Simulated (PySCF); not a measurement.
Compound: C7H10OSi.
Structure used (PBE0-D3(BJ)/def2-SVP), in Å, numbered top down from 1:
```
atom  x, y, z in Å
C1    -0.3706    2.8232    0.8406
C2    -0.6169    1.7499    0.3321
C3    -0.8984    0.4578   -0.2650
C4    -1.9300   -0.3714    0.4743
C5    -1.6839   -1.6719    0.6840
C6    -0.3885   -2.2696    0.2030
Si7    0.5947   -0.7488   -0.3035
O8     1.7425   -0.4395    0.8507
C9     2.7284    0.5561    0.8053
H10   -0.1575    3.7770    1.2853
H11   -1.2305    0.6204   -1.3101
H12   -2.8539    0.1060    0.8155
H13   -2.4174   -2.3004    1.2011
H14   -0.5500   -2.9623   -0.6421
H15    0.1229   -2.8485    0.9901
H16    1.2458   -0.7772   -1.6510
H17    3.5323    0.2897    1.5091
H18    3.1752    0.6532   -0.2016
H19    2.3183    1.5372    1.0959
```

Method: PySCF 2.14.0, density-fitted response routines, TDDFT wB97X-D/def2-SVPD, vertical, gas phase, core orbitals frozen in the response.

Ground-to-excited transition dipoles (e·a0, same axes as the geometry; the sign carries no meaning), for the states with f of 0.002 or more among the lowest 7:

| state | E (eV) | μx | μy | μz |
| --- | --- | --- | --- | --- |
| S1 | 6.140 | -0.052 | -0.356 | 0.078 |
| S2 | 6.552 | -0.098 | 0.068 | 0.137 |
| S3 | 6.702 | -0.033 | -0.487 | 0.034 |
| S4 | 6.812 | 0.133 | 0.252 | -0.060 |
| S5 | 7.047 | -0.279 | 0.456 | -0.059 |
| S6 | 7.148 | -0.040 | -0.712 | -0.015 |
| S7 | 7.274 | -0.236 | 0.589 | -0.076 |

Task: Work out the oscillator strengths.

Result: f = (2/3) ΔE |μ|² with ΔE in hartree (27.2114 eV).

```tsv
state	|μ|² (au)	|μ| (D)	f
S1	0.135	0.94	0.020
S2	0.033	0.46	0.005
S3	0.240	1.24	0.039
S4	0.085	0.74	0.014
S5	0.289	1.37	0.050
S6	0.509	1.81	0.089
S7	0.409	1.63	0.073
```

Task: Which bond between heavy atoms lies closest to the direction of the S6 transition dipole?

Result: C4–C5, at 17° from it; next C2–C3 and C1–C2 at 25°.

Task: What angle do the transition dipoles of S3 and S7 make?

Result: |cos θ| = |μa·μb| / (|μa| |μb|) = 0.90, so θ ≈ 26° (taken between 0 and 90°, since the signs are arbitrary).

Task: What peak molar absorption coefficient would the strongest computed level give as a lone Gaussian band 0.3 eV wide at half height?

Result: ε(max) = 2.175×10⁸ f / FWHM, with the width in cm⁻¹. S6: 2.175×10⁸ × 0.0891 / 2420 ≈ 8000 L mol⁻¹ cm⁻¹.

The vertical ionisation energy (ΔSCF) is 8.88 eV, 1.61 eV above S7.

One conformer stands for the species.
